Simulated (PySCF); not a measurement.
## H₂HfO + N₂ → HfN₂ + H₂O

Level: PBE0 in the def2-TZVP basis family, computed in PySCF with density fitting; scalar-relativistic core potentials for atoms from Rb on, none lighter, no spin–orbit coupling; open shells unrestricted.

| species | state and structure | E (Eh) | ZPE (kJ/mol) | H(298 K) − H(0) (kJ/mol) | S° (J/(mol K)) |
| --- | --- | --- | --- | --- | --- |
| H₂HfO | singlet, Cs, Hf–H 1.863 Å (×2), Hf–O 1.737 Å; H–Hf–H 109.1°, H–Hf–O 104.7° (×2) | -124.36035 | 35.4 | 11.7 | 271.5 |
| N₂ | singlet, D∞h, N–N 1.089 Å | -109.44629 | 14.9 | 8.7 | 191.4 |
| HfN₂ | triplet, C∞v, Hf–N 2.013 Å, N–N 1.138 Å; Hf–N–N 180.0° | -157.32010 | 17.2 | 11.7 | 272.1 |
| H₂O | singlet, C2v, O–H 0.960 Å (×2); H–O–H 105.1° | -76.37736 | 56.5 | 9.9 | 188.7 |

Q: What is the electronic reaction energy?

A: At PBE0/def2-TZVP, ΔE = 286.7 kJ/mol from the differences of the total energies times 2625.5, uphill. 

Q: Add zero-point, thermal and entropy terms for 298.15 K and 1 bar.

A: ΔZPE = 23.4 and Δ[H(298) − H(0)] = 1.2 kJ/mol give ΔH° = 311.3 kJ/mol. ΔS° = -2.1 J/(mol K), so ΔG° = 311.3 − 298.15 × (-0.0021) = 312 kJ/mol.

Spin–orbit coupling can matter for H₂HfO, HfN₂ and is left out. Open d or f shells are single determinants, so the state found may not be the ground state. The structures come from searches over a few start shapes, so lower isomers are not excluded.
